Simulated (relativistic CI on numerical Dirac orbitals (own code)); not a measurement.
## How well does a small relativistic CI reproduce Ti4+?

Calculated at this level of theory: Dirac-Coulomb-Breit CI, KLI orbitals optimised for each configuration, a model potential for QED, valence Slater integrals scaled by 0.85, P86 correlation energy added to each configuration (own radial code, finite nucleus).

Configuration list (outside the closed core [Ne]): 3s2 3p6, 3s2 3p5 3d, 3s 3p6 3d, 3s2 3p5 4s, 3s2 3p5 4p, 3s2 3p5 4d, 3s2 3p5 5s, 3s2 3p5 4f, 3s2 3p5 5p, 3s2 3p5 5d, 3s2 3p5 6s, 3s2 3p5 5f, 3s2 3p5 5g, 3s2 3p5 6p, 3s 3p6 4s, 3s2 3p5 6d, 3s 3p6 4p, 3s 3p6 4d, 3s 3p6 5s, 3s 3p6 4f, 3s 3p6 5p, 3s 3p6 5d, 3s 3p6 6s, 3s 3p6 5f, 3s 3p6 5g, 3s 3p6 6p, 3s 3p6 6d, 3p6 3d2, 3p5 3d3, 3p5 3d2 4s, 3p5 3d2 4p, 3p5 3d2 4d, 3p5 3d2 5s. Double excitations out of closed p, d and f shells are left out; levels of such configurations are missing from the list, as are those of other unlisted configurations, and high levels can miss mixing partners. These lack a partner that the ground configuration has and come out too high: 3s2 3p5 4f, 3s2 3p5 5p, 3s2 3p5 5d, 3s2 3p5 6s, 3s2 3p5 5f.

```csv
Configuration,Term (tabulated),J,Measured (cm⁻¹),Computed,Error,Purity (%)
3s2 3p6,1S,0,0.0,0,0,100
3s2 3p5 3d,3P°,1,275371.9,276434,1062,100
3s2 3p5 3d,3P°,2,277310.6,278350,1040,99
3s2 3p5 3d,3F°,3,289050.2,288476,-574,98
3s2 3p5 3d,3F°,2,290778.7,290246,-533,98
3s2 3p5 3d,1D°,2,306874.5,307654,779,57
3s2 3p5 3d,3D°,3,307429.2,306971,-459,77
3s2 3p5 3d,3D° †,1,309252.1,308927,-325,100
3s2 3p5 3d,3D° †,2,309433.1,309479,46,58
3s2 3p5 3d,1F°,3,311433.8,310884,-550,76
3s2 3p5 3d,1P°,1,395320.9,397801,2480,96
3s2 3p5 4s,3P°,2,434339.4,437875,3535,100
3s2 3p5 4s,3P°,1,436849.8,440426,3576,81
3s2 3p5 4s,3P°,0,440065.2,443671,3606,99
3s2 3p5 4s,1P°,1,443752.7,447468,3716,80
3s2 3p5 4p,3S,1,481987.7,484314,2326,96
3s2 3p5 4p,3D,3,487974.6,493013,5039,99
3s2 3p5 4p,3D,2,488225.7,493420,5195,74
3s 3p6 3d,3D †,1,488928.7,539104,50175,98
3s 3p6 3d,3D †,3,492567.1,539586,47019,98
3s2 3p5 4p,3P,0,498176.4,501602,3426,98
3s2 3p5 4p,3P,1,499336.2,502865,3529,66
3s 3p6 3d,1D †,2,506224.7,569033,62808,99
3s2 3p5 4p,1S,0,514608.7,517857,3248,96
3s2 3p5 4d,2[1/2]°,0,568698.5,571215,2517,99
3s2 3p5 4d,2[7/2]°,4,571401.1,574229,2828,100
3s2 3p5 4d,2[7/2]°,3,572093.9,574871,2778,66
3s2 3p5 4d,2[5/2]°,3,574683.8,577215,2531,50
3s2 3p5 4d,2[5/2]°,3,579334.6,581962,2628,48
3s2 3p5 5s,2[3/2]°,2,607033.0,607808,775,99
3s2 3p5 5s,2[3/2]°,1,608100.7,608968,867,50
3s2 3p5 5s,2[1/2]°,0,612793.2,613634,841,99
3s2 3p5 5s,2[1/2]°,1,613558.2,614492,934,50
3s2 3p5 6s,2[3/2]°,1,680748.0,681984,1236,59
3s2 3p5 6s,2[1/2]°,1,685940.0,687621,1681,59
3s 3p6 4p,3P° †,1,687980.0,751405,63425,95
3s 3p6 4p,1P° †,1,691797.0,754564,62767,97
```

Measured levels from Corliss and Sugar, J. Phys. Chem. Ref. Data 8, 1 (1979); pairs were made by configuration, J and term (by order where the table uses no LS term), so strongly mixed levels may be paired wrongly.

Mean error by configuration (cm⁻¹): 3s2 3p5 3d 406; 3s2 3p5 4s 3608; 3s2 3p5 4p 3794; 3s2 3p5 4d 2656; 3s2 3p5 5s 854; 3s2 3p5 6s 1459. Over the excited levels the mean absolute error is 2217 cm⁻¹ (36 of the 44 excited levels that our extract of the source holds in range could be paired, and the others can miss by more), and the median relative error of those above 1,000 cm⁻¹ is 0.44 %. † marks terms whose computed intervals miss the measured ones by more than a factor of 2.5, or configurations far off the rest, from wrong mixing, a near crossing or a doubtful label or measurement; they are left out of the means.
